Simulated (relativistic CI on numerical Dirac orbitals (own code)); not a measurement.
**Forbidden lines of La XVII**

Calculated at this level of theory: Dirac-Coulomb-Breit CI, KLI orbitals optimised for each configuration, QED by a radiative potential, unscaled Slater integrals (own radial code, finite nucleus).

CI space (outside the closed core [Ar] 3d10): 4s²4p⁶4d⁵, 4s²4p⁵4d⁶, 4s²4p⁶4d⁴4f, 4s4p⁶4d⁶, 4s²4p⁵4d⁵4f, 4s²4p⁶4d⁴5s, 4s²4p⁶4d⁴5p, 4s4p⁶4d⁵4f, 4s²4p⁶4d³4f5s, 4s²4p⁶4d⁴5d, 4s²4p⁶4d³5s5p, 4s²4p⁵4d⁵5s, 4s²4p⁶4d⁴5f, 4s²4p⁶4d⁴6s, 4s²4p⁶4d⁴6p, 4s²4p⁶4d⁴5g, 4s²4p⁶4d⁴6f, 4s²4p⁶4d⁴7p, 4p⁶4d⁶5p, 4p⁶4d⁷, 4p⁵4d⁸, 4p⁵4d⁷4f, 4s²4p⁶4d³5s², 4s²4p⁶4d²4f5s², 4s²4p⁵4d³4f5s², 4s²4p⁶4d²5s²5p. Double excitations out of closed p, d and f shells are left out; levels of such configurations are missing from the list, as are those of other unlisted configurations, and high levels can miss mixing partners. These lack a partner that the ground configuration has and come out too high: 4s²4p⁵4d⁵5s.

```tsv
λ vac (Å)	Lower	Upper	Type	A (s⁻¹)	log gf
904.93	4s²4p⁶4d⁵ ⁶S5/2 [1]	4s²4p⁶4d⁵ ²F5/2 [20]	M1	2.16e+02	-6.80
1113.5	4s²4p⁶4d⁵ ⁶S5/2 [1]	4s²4p⁶4d⁵ ⁴P3/2 [15]	M1	5.02e+02	-6.43
1243.3	4s²4p⁶4d⁵ ⁶S5/2 [1]	4s²4p⁶4d⁵ ²D5/2 [10]	M1	4.56e+02	-6.20
1528.8	4s²4p⁶4d⁵ ⁴G7/2 [3]	4s²4p⁶4d⁵ ²F5/2 [23]	M1	1.75e+02	-6.43
1550.9	4s²4p⁶4d⁵ ⁴G9/2 [5]	4s²4p⁶4d⁵ ²F7/2 [24]	M1	5.18e+02	-5.83
1677.2	4s²4p⁶4d⁵ ⁶S5/2 [1]	4s²4p⁶4d⁵ ⁴G5/2 [7]	M1	3.38e+02	-6.07
1688.1	4s²4p⁶4d⁵ ⁶S5/2 [1]	4s²4p⁶4d⁵ ⁴D3/2 [6]	M1	5.88e+02	-6.00
1782.8	4s²4p⁶4d⁵ ⁴G7/2 [3]	4s²4p⁶4d⁵ ²F5/2 [20]	M1	2.24e+02	-6.19
1790.0	4s²4p⁶4d⁵ ⁴G7/2 [3]	4s²4p⁶4d⁵ ²H9/2 [19]	M1	1.67e+02	-6.10
1849.4	4s²4p⁶4d⁵ ⁴G11/2 [4]	4s²4p⁶4d⁵ ²H9/2 [19]	M1	1.90e+02	-6.01
1871.1	4s²4p⁶4d⁵ ⁴G5/2 [2]	4s²4p⁶4d⁵ ⁴F3/2 [17]	M1	3.44e+02	-6.14
1958.4	4s²4p⁶4d⁵ ⁴G9/2 [5]	4s²4p⁶4d⁵ ²H9/2 [19]	M1	4.55e+02	-5.58
1965.3	4s²4p⁶4d⁵ ⁴G5/2 [7]	4s²4p⁶4d⁵ ²F5/2 [20]	M1	3.52e+02	-5.91
1986.6	4s²4p⁶4d⁵ ⁴D7/2 [9]	4s²4p⁶4d⁵ ²F7/2 [24]	M1	4.48e+02	-5.67
2330.9	4s²4p⁶4d⁵ ⁶S5/2 [1]	4s²4p⁶4d⁵ ⁴G5/2 [2]	M1	3.05e+02	-5.83
2527.3	4s²4p⁶4d⁵ ⁴G5/2 [7]	4s²4p⁶4d⁵ ²F5/2 [18]	M1	7.50e+02	-5.37
2694.8	4s²4p⁶4d⁵ ⁴D3/2 [6]	4s²4p⁶4d⁵ ⁴F3/2 [17]	M1	4.17e+02	-5.74
3324.9	4s²4p⁶4d⁵ ²D5/2 [10]	4s²4p⁶4d⁵ ²F5/2 [20]	M1	3.03e+02	-5.52
3969.8	4s²4p⁶4d⁵ ⁴G11/2 [4]	4s²4p⁶4d⁵ ²I11/2 [11]	M1	1.53e+02	-5.36
5980.8	4s²4p⁶4d⁵ ⁴G5/2 [2]	4s²4p⁶4d⁵ ⁴G5/2 [7]	M1	1.53e+02	-5.31
```

Terms are leading LS components. Brackets give the number of a level in order of energy, since labels repeat. The list gives strong lines, with weight on those to low levels, among the lowest 400 of 9629 levels, so that lines to higher ones, which can be the strongest, are missing. Levels whose partners in the same complex of configurations lie outside the list can be far off, and so can their lines. Rates are taken at the computed energies, electric ones in the length gauge.

At this charge energies of transitions that change n are usually good to better than 1 %, and those within a shell (Δn = 0) to a few per cent. Terms inside the open d or f shell come out 10 to 20 % too wide with unscaled integrals.

LS names give the leading component of a level, which can be under half, so a name can repeat, a term be missing and a line seem to break the LS rules.
